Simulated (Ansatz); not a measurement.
System: sum formula H$_{5}$SiNO$_{3}$, charge 0, multiplicity 1. SMILES: N[Si](O)(O)O
Geometry from a B3LYP-D3(BJ)/def2-TZVP (Ansatz, a program for electronic structure) optimisation:
```
Si
O 1 1.6330
H 2 0.9605 1 117.84
O 1 1.6443 2 106.50 3 60.69
H 4 0.9597 1 117.84 2 175.93
O 1 1.6443 2 106.50 3 -60.69
H 6 0.9597 1 117.84 2 -175.93
N 1 1.7058 2 113.19 3 -180.00
H 8 1.0086 1 119.30 2 70.60
H 8 1.0086 9 110.69 1 144.26
```

Property: vertical ionisation energy (to the doublet state of charge +1; each state is the SCF solution reached for its spin), in eV. Valence correlation only, unless marked. UHF or UKS for open shells. Spin-orbit coupling is left out. Non-relativistic. Basis-set limits of correlation are two-point, X^-3; Hartree-Fock from the larger set. [CCSD(T)-MP2]/basis is that difference in the basis named.

```json
[
 {"level": "BHLYP/def2-TZVPD", "program": "Ansatz", "vertical ionisation energy (eV)": "10.31"},
 {"level": "wB97X-V/def2-TZVPD", "program": "Ansatz", "vertical ionisation energy (eV)": "…"},
 {"level": "SCS-MP2/aug-cc-pV(T+d)Z", "program": "Ansatz", "vertical ionisation energy (eV)": "10.61"},
 {"level": "CCSD/aug-cc-pV(T+d)Z", "program": "Ansatz", "vertical ionisation energy (eV)": "10.47"},
 {"level": "RI-MP2/CBS(aug-cc-pV(T+d)Z,aug-cc-pV(Q+d)Z)+[CCSD(T)-MP2]/aug-cc-pV(T+d)Z", "program": "Ansatz", "vertical ionisation energy (eV)": "…"}
]
```

What belongs in the gaps?


- wB97X-V/def2-TZVPD, vertical ionisation energy (eV): 10.55
- RI-MP2/CBS(aug-cc-pV(T+d)Z,aug-cc-pV(Q+d)Z)+[CCSD(T)-MP2]/aug-cc-pV(T+d)Z, vertical ionisation energy (eV): 10.66
